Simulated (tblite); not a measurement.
Species: C8H17P.
Cartesian coordinates in Å at the GFN2-xTB level; atoms count from 1:
```xyz
26
C8H17P angstrom
C      2.2847    1.1031    1.7275
C      2.2613    0.1027    0.8542
P      1.0517   -0.0909   -0.5059
C      1.1501    0.7352   -1.9997
C      1.1472   -1.8794   -0.8309
C     -0.5936    0.2553    0.2700
C     -0.8137   -0.5565    1.5409
C     -1.6896    0.0345   -0.7728
C     -2.9603    0.8182   -0.4663
H      3.1227    1.2688    2.3856
H      1.4513    1.7776    1.8430
H      3.1331   -0.5357    0.7366
H      2.0629    0.4592   -2.5268
H      1.1016    1.8141   -1.8515
H      1.0523   -2.4539    0.0886
H      0.3577   -2.1390   -1.5336
H      2.1104   -2.0905   -1.2940
H     -0.5639    1.3240    0.5215
H     -1.7075   -0.2138    2.0589
H     -0.9436   -1.6110    1.3045
H      0.0319   -0.4561    2.2184
H     -1.9262   -1.0309   -0.8262
H     -1.3008    0.3422   -1.7479
H     -3.7145    0.6227   -1.2251
H     -3.3716    0.5366    0.5006
H     -2.7546    1.8864   -0.4563
```

Method: GFN2-xTB as coded in tblite; computed harmonic values from a numerical Hessian at the method's own geometry, unscaled. This tight-binding method is rough: wavenumbers can miss measured ones by several per cent, in bad cases by 10 to 20. One conformer, not necessarily the lowest.

Harmonic wavenumbers (cm⁻¹): 42.9, 56.7, 95.1, 126.6, 139.1, 169.5, 185.9, 190.4, 204.2, 234.4, 247.9, 272.3, 300.1, 328.1, 358.2, 379.3, 428.5, 527.7, 618.6, 694.2, 755.6, 767.3, 803.1, 813.0, 837.5, 876.3, 892.2, 918.4, 969.5, 977.5, 990.1, 996.8, 1010.7, 1034.6, 1082.9, 1142.1, 1167.4, 1211.5, 1237.3, 1248.4, 1283.0, 1298.2, 1343.0, 1396.3, 1398.3, 1407.3, 1415.1, 1419.3, 1434.5, 1479.9, 1495.8, 1500.0, 1505.7, 1508.3, 1627.2, 2881.1, 2948.0, 2950.1, 2960.9, 2967.9, 2985.2, 2995.7, 3000.8, 3014.2, 3019.2, 3024.4, 3029.1, 3031.9, 3034.0, 3038.7, 3084.1, 3105.2.

A = 1742, B = 975.3, C = 843.5 MHz; mass 144.107 u (most abundant isotopes); point group C1, symmetry number 1.

Problem. Zero-point energy?

Solution. ½Σν̃ = 48957 cm⁻¹ = 139.98 kcal/mol.

Problem. Entropy at 273.15 K, 1 bar (ideal gas, RRHO, classical rotation)?

Solution. Translation 40.40, rotation 29.54, vibration 39.25: S = 109.2 cal/(mol K).

Problem. And Cp and H(273.15 K) − H(0)?

Solution. Cp = 47.83 cal/(mol K), of which vibrations give 39.88 (their classical limit is 72 R = 143.1); H(273.15 K) − H(0) = 7.90 kcal/mol without the zero-point energy, 5.73 from vibrations.

Problem. Blend soft modes into free rotors: weight 1/[1 + (100 cm⁻¹/ν̃)⁴] for the oscillator and the rest for a rotor with moment μB/(μ + B), μ = h/(8π²ν), B = 10⁻⁴⁴ kg m². What vibrational entropy results?

Solution. 36.61 cal/(mol K) in place of 39.25, which changes −T·S at 273.15 K by +0.72 kcal/mol.

Problem. Which modes carry the vibrational entropy at 273.15 K?

Solution. 42.9 cm⁻¹: 4.95; 56.7 cm⁻¹: 4.40; 95.1 cm⁻¹: 3.38; 126.6 cm⁻¹: 2.83; 139.1 cm⁻¹: 2.65; 169.5 cm⁻¹: 2.28 cal/(mol K); the other 66 give 18.77 together.

Problem. What must be added to the electronic energy to get the Gibbs energy at 273.15 K and 1 bar?

Solution. ZPE + [H(273.15 K) − H(0)] − T·S = 139.98 + 7.90 − 29.82 = 118.06 kcal/mol.

Hindered rotation and anharmonicity are outside this model. Other conformers, if any are populated, would add a mixing term that is left out. The structure is chiral; the term R ln 2 for an equal mix with its mirror image is left out.

Hardware: one thread, x86-64 server, shared host. This covers the Hessian and the dipole derivatives.
